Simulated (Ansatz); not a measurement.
Input file for Ansatz (a first-principles code): R-CCSD(T)/def2-TZVPPD on ClFHIn (SMILES [F][InH][Cl]). Elements past Kr take the def2 small-core potentials; no spin–orbit coupling. Files ending in .json are basis or fitting sets from the Basis Set Exchange. The run froze 15 orbitals, filled d shells among them.

Ansatz 0.2 input:
```yaml
crystal:
  periodic: [false, false, false]
  atoms:
    - {symbol: F, position_ang: [0.88015887, 1.42083704, 1.16466787]}
    - {symbol: In, position_ang: [-0.72704925, 0.27460369, 1.39663289]}
    - {symbol: Cl, position_ang: [-2.20336360, 1.29155318, 2.95065230]}
    - {symbol: H, position_ang: [-1.21903755, -0.78506614, 0.15777114]}
basis:
  gaussian:
    orbitals: def2-TZVPPD.json
magnetization: {spin_polarized: false}
correlation: {method: ccsd_t, electrons: outside_noble_gas}
scf: {lower_state_search: off}
```

It printed:

```
WARN ansatz: RAYON_NUM_THREADS=1 ignored (pool sized by the plan → 1); use --threads N
Functional definition: HF
these checks for a lower state are left out or cut short: stability, starts, cluster_reference, orbital_swaps, neighbouring_geometries, increment
integrals: 0.45 GiB planned
1153 factors; integrals over basis functions are off by at most 7.0e-4 eV
mean field: 0.48 GiB planned
mean field evaluation 1: about -20374.6257 eV, gradient 3.7e1 eV
mean field evaluation 2: about -20374.6473 eV, gradient 3.7e1 eV
mean field evaluation 4: about -20377.5283 eV, gradient 2.4e0 eV
mean field evaluation 8: about -20377.5627 eV, gradient 2.6e-1 eV
mean field -20377.56305816 eV, -748.8616299789 hartree, gradient 5.4e-6 eV, S^2 0.000000; 0 other end points of the search recorded, 0 dependent functions left out
15 core orbitals not correlated, not the lowest: weight in the atoms' cores, before any rotation towards them, 0.729 or more for the frozen orbitals, at most 0.289 for the correlated occupied ones
reference -20377.56305816 eV, -748.8616299789 hartree; 9, 9 occupied and 140, 140 virtual orbitals, 1153 factors
second order -14.16503367 eV of doubles, -0.00000000 eV of singles
coupled cluster: 1.27 GiB planned
cycle   1  -14.29438702 eV  change   -1.3e-1 eV  update   9.4e-2
cycle   2  -14.60617358 eV  change   -3.1e-1 eV  update   3.4e-2
cycle   3  -14.71562843 eV  change   -1.1e-1 eV  update   1.7e-2
cycle   4  -14.70860111 eV  change    7.0e-3 eV  update   4.4e-3
cycle   5  -14.70356056 eV  change    5.0e-3 eV  update   2.1e-3
cycle   6  -14.70438098 eV  change   -8.2e-4 eV  update   6.8e-4
cycle   7  -14.70445669 eV  change   -7.6e-5 eV  update   2.7e-4
cycle   8  -14.70431342 eV  change    1.4e-4 eV  update   9.9e-5
cycle   9  -14.70431578 eV  change   -2.4e-6 eV  update   3.8e-5
cycle  10  -14.70435162 eV  change   -3.6e-5 eV  update   1.6e-5
cycle  11  -14.70432877 eV  change    2.3e-5 eV  update   6.9e-6
cycle  12  -14.70432894 eV  change   -1.7e-7 eV  update   2.7e-6
perturbative correction -0.52909639 eV, -0.0194439338 hartree
Total energy: -20392.79648349 eV, -749.4214480344 hartree
Checks for a lower state left out: stability, starts, cluster_reference, orbital_swaps, neighbouring_geometries, increment
```

The calculation finished and met its thresholds.

Cost: about 22 core-seconds (a rough figure).
